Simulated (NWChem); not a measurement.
Molecule: C$_{2}$H$_{8}$AsGa; SMILES [Ga]([CH3])([CH3])[AsH2]

```xyz
12

Ga    -0.0018    -0.8076    -0.0037
C      1.7444    -1.7669     0.0371
H      2.1662    -1.7878    -0.9757
H      1.6281    -2.8001     0.3801
H      2.4637    -1.2531     0.6833
C     -1.7313    -1.7956     0.0338
H     -1.7089    -2.6236    -0.6844
H     -2.5873    -1.1532    -0.1897
H     -1.8743    -2.2299     1.0316
As    -0.0058     1.6601     0.0445
H     -1.0689     1.7330    -1.0597
H      1.1478     1.7428    -0.9638
```
Atoms are numbered in this order, from 1.

Results from NWChem. Pople sets run with spherical d functions. The geometry was optimised at B3LYP/6-31G* (spherical d). Total energies compare along this basis series because the functional is fixed.

| level | basis functions | energy (Ha) | highest occupied level (eV) | orbital gap (eV) | dipole (D) |
|---|---|---|---|---|---|
| TPSS/3-21G | 78 | -4221.0230 | (withheld) | (withheld) | (withheld) |
| TPSS/6-31G* | 108 | -4241.1667 | -5.62 | 4.07 | 1.63 |
| TPSS/6-311G** | 172 | -4241.6882 | -5.74 | 4.09 | 1.48 |

Question: Some entries are withheld; supply them.

Answer: 
- TPSS/3-21G, highest occupied level (eV): -5.56
- TPSS/3-21G, orbital gap (eV): 4.15
- TPSS/3-21G, dipole (D): 1.77
